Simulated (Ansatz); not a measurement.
Consider the cleavage of the Ge–Ga bond: `[Cl][GaH][GeH3]` + `BO` → `B[O][GeH3]` + `[Cl][GaH2]`.

Gas-phase electronic energies from Ansatz, PBE0-D4/def2-TZVP geometries. CCSD(T)/CBS adds triple-zeta CCSD(T) − MP2 to the extrapolated MP2 energy (def2 sets, frozen cores). This one scheme is used for every species. DFT in def2-TZVPP. HSE06 is defined as in plane-wave codes. For Ga, Ge outer-core shells are correlated without core-valence functions, which leaves a few kJ/mol of doubt a bond. Scalar relativity is left out up to krypton.

```json
{"level": "HSE06-D4", "ΔE (kcal/mol)": "7.3"}
{"level": "CAM-B3LYP-D4", "ΔE (kcal/mol)": "3.4"}
{"level": "PBE0", "ΔE (kcal/mol)": "7.1"}
{"level": "HF/def2-SVP", "ΔE (kcal/mol)": "1.0"}
```

**Question.** What does CCSD(T)/CBS give? (Best estimate.)

**Answer.** The calculation gave: +5.2 kcal/mol. The listed levels differ from it by 2.1, -1.8, 1.9, -4.2 kcal/mol.

Largest T1 diagnostic among the species: 0.014.

From PBE to PBE0 (25 % exact exchange), in def2-TZVPP and without D4, ΔE moves by −0.7 kcal/mol. Leaving LDA and LC-ωPBE aside and taking each functional with its dispersion term where it has one, the values, not all of them listed here, spread over 6.3 kcal/mol, from B97M-V to PBE-D4.
